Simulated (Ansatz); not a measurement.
Cost and result for the atomization energy of C2H7NOSi, SMILES `C=NCO[SiH3]` (12 atoms, 11 bonds).

```xyz
12

C     1.271    1.361   -1.409
N     0.984    1.642   -0.215
C     0.209    0.732    0.559
O    -0.172   -0.439   -0.125
Si   -1.101   -1.622    0.539
H     0.954    0.439   -1.903
H     1.864    2.074   -1.979
H    -0.681    1.277    0.902
H     0.804    0.475    1.446
H    -2.420   -1.078    0.965
H    -0.433   -2.213    1.731
H    -1.280   -2.648   -0.513
```

Total charge 0; spin multiplicity 1. Geometry: relaxed with PBE0-D4/def2-TZVP. It is one conformer, not always the lowest. Program: Ansatz. All runs use 4 threads of an Arm Neoverse V2 on a shared host. Times are those of one run each, without the atoms' runs, and a repeat can differ threefold. Electronic energies, without spin–orbit coupling; frozen cores. CCSD(T)/CBS adds CCSD(T) − MP2 in def2-TZVPP to the MP2 limit, and its time is that of the two runs behind it. T1 = 0.012. B3LYP takes the VWN-RPA correlation (the form of Gaussian; ORCA's B3LYP/G).

CCSD(T)/CBS is a level of theory with its own doubt, some kJ/mol a heavy atom from the limit and from the frozen cores, so smaller differences don't rank the functionals.

```tsv
level	functions	wall time
PBE-D4/def2-TZVPP (with forces)	264	2 s
PBE0-D4/def2-TZVPP	264	2.2 s
B3LYP-D4/def2-TZVPP (with forces)	264	3.6 s
r2SCAN-D4/def2-TZVPP (with forces)	264	3.9 s
B2PLYP/def2-TZVPP	264	4.4 s
ωB97X-V/def2-TZVPP	264	6.5 s
ωB97M-V/def2-TZVPP (with forces)	264	9 s
MP2/def2-QZVPP	508	22 s
CCSD(T)/def2-TZVPP	264	2.4 min
CCSD(T)/CBS(def2)	–	2.8 min
```

(1) What atomization energy does each give, and how far from CCSD(T)/CBS? (Estimate.)

Results:

(1) Ansatz gave: 
| level | atomization (kcal/mol) | difference from CCSD(T)/CBS | per bond |
| --- | --- | --- | --- |
| PBE-D4/def2-TZVPP (with forces) | 1083.5 | 20.5 | 1.9 |
| PBE0-D4/def2-TZVPP | 1060.9 | -2.1 | -0.2 |
| B3LYP-D4/def2-TZVPP (with forces) | 1065.8 | 2.8 | 0.3 |
| r2SCAN-D4/def2-TZVPP (with forces) | 1061.6 | -1.4 | -0.1 |
| B2PLYP/def2-TZVPP | 1053.1 | -9.9 | -0.9 |
| ωB97X-V/def2-TZVPP | 1067.6 | 4.6 | 0.4 |
| ωB97M-V/def2-TZVPP (with forces) | 1066.4 | 3.4 | 0.3 |
| MP2/def2-QZVPP | 1065.4 | 2.4 | 0.2 |
| CCSD(T)/def2-TZVPP | 1033.6 | -29.4 | -2.7 |
| CCSD(T)/CBS(def2) | 1063.0 | 0.0 | 0.0 |

In def2-TZVPP, CCSD(T) changes the Hartree–Fock value by +278.4 kcal/mol (the triples alone add +16.4 kcal/mol) and MP2 by +292.6 kcal/mol; breaking electron pairs costs correlation energy, which Hartree–Fock lacks. The D4 term adds +8.4 kcal/mol with B3LYP and +4.5 kcal/mol with PBE0; it sums over pairs of atoms, weighted by their polarisabilities, and B3LYP, whose exchange is more repulsive, gets the larger term. From PBE to PBE0 (25 % exact exchange), in def2-TZVPP and without D4, the atomization energy moves by −21.7 kcal/mol: exact exchange takes away binding that semilocal exchange gives to molecules.
